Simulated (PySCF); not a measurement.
# Cost of excited-state runs on `[H]/N=C\C#CC[SiH2][AsH2]`, C$_{4}$H$_{8}$AsNSi

Bonds (- single, = double, # triple, : aromatic): N1=C2 1.263 Å, C2-C3 1.415 Å, C3#C4 1.209 Å, C4-C5 1.431 Å, C5-Si6 1.931 Å, Si6-As7 2.326 Å. N1 carries H8; C2 carries H9; C5 carries H10, H11; Si6 carries H12, H13; As7 carries H14, H15. Stereochemistry as in [H]/N=C\C#CC[SiH2][AsH2].

PySCF with density fitting, on 1 thread of an Arm Neoverse N1, shared host. Command: `OMP_NUM_THREADS=1 python excited_run.py task.json out`

Problem. How long does each of these runs take, and how much memory?
- magnetisability and related constants, KT3/pcSseg-1; isotopologues; writes grids
- magnetisability and related constants, HCTH407/pcseg-1; usual settings

Solution. 
```csv
run,level,basis functions,wall time,peak memory (GiB)
magnetisability and related constants,KT3/pcSseg-1,190,84 s,0.71
magnetisability and related constants,HCTH407/pcseg-1,155,33 s,0.61
```
Times from a shared host are rough.
